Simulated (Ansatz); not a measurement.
`[SiH3][GeH3]`. Total charge 0; spin multiplicity 1. Correlated methods include outer-core shells of Ge, which these sets cover unevenly. Scalar relativity is left out up to krypton.

```xyz
8

Si    0.8783    0.0793    0.8140
Ge   -0.8618   -0.0783   -0.7988
H     2.1860    0.2829    0.1364
H     0.9443   -1.1687    1.6193
H     0.6268    1.2263    1.7259
H    -0.9444    1.2113   -1.6325
H    -2.2193   -0.2964   -0.1098
H    -0.6099   -1.2565   -1.7545
```

**Question.** Give the diagnostics of a CCSD(T)/def2-TZVPP run (frozen core, the Gaussian-basis code of Ansatz). (Best estimate.)

**Answer.** Computed: T1 = 0.0119, largest single amplitude 0.016, largest double 0.025, (T) share of the correlation energy 3.1 %, 8 CCSD cycles. The RHF solution is stable towards an unrestricted one. T1 lies under the customary mark of 0.02 for closed shells.
